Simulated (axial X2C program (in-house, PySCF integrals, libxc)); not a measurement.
## TaCl: nuclear properties from DFT to coupled cluster

Calculated with an axial X2C code built on PySCF integrals: two-component X2C with atomic mean-field Coulomb and Gaunt terms, Gaussian nuclei, basis Ta dyall-acv3z, Cl dyall-av3z with contracted cores.

R = 2.280 Å (near the PBE0 minimum at charge 0 of the determinant lowest at the starting distance; the state shown can have its own minimum elsewhere); state Ω = 1 (⟨Sz⟩ = 1.97, ⟨Lz⟩ = -0.97 at PBE0).

| level | Eeff magnitude (GV/cm) | Ws magnitude Ta (kHz) | A∥/gI Ta (MHz) | A∥/gI Cl (MHz) | μ (D) |
| --- | --- | --- | --- | --- | --- |
| PBE0 | 26.5 | 25.4 | 4400 | -35.6 | -2.82 |
| HF | 20.8 | 19.7 | 3790 | -24 | -3.12 |
| B3LYP | 37.6 | 36.5 | -1220 | -36.9 | -1.02 |

Eeff is the effective electric field on the electron electric dipole moment in this Ω state and Ws the scalar–pseudoscalar constant of the nucleus named (defined with the proton number Z and per Ω); A∥ (defined per Ω) follows by multiplying with gI = μI/(I μN); μ is positive if the Cl end (last atom) is positive. The operators were transformed with the bare-nucleus X2C matrices; with these basis sets, hyperfine constants and field gradients can be off by tens of per cent, and where levels differ in sign neither size nor sign is settled.

Finite-field MP2, CCSD and CCSD(T), with 20 electrons correlated in 130 natural virtual spinors (MP2 remainder added):

```tsv
level	Eeff magnitude (GV/cm)	Ws magnitude Ta (kHz)	A∥/gI Ta (MHz)	A∥/gI Cl (MHz)	μ (D)
MP2	12.1	10.4	3970	-22.2	-2.86
CCSD	14.1	12.4	3980	-21.1	-2.80
CCSD(T)	13.6	11.9	3960	-20.5	-2.61
```

T1 = 0.014 (Lee–Taylor). One unrestricted determinant, the lowest of a limited PBE0 search, is the reference; the functionals treat spin collinearly. With several open shells it need not be a pure state. The sign of Eeff is opposite to CCSD(T) at B3LYP. Eeff spreads by more than a factor of two over the levels. Correlation of the inner shells is missing, which matters for properties at the nucleus. Number of frozen shells: Ta 4 s, 3 p, 2 d, 1 f; Cl 2 s, 1 p.

**Question.** By how much does correlation change each value, CCSD(T) against HF?

**Answer.** Eeff magnitude -35 %; Ws magnitude Ta -40 %; A∥/gI Ta 4 %; A∥/gI Cl -15 %; μ -16 %.
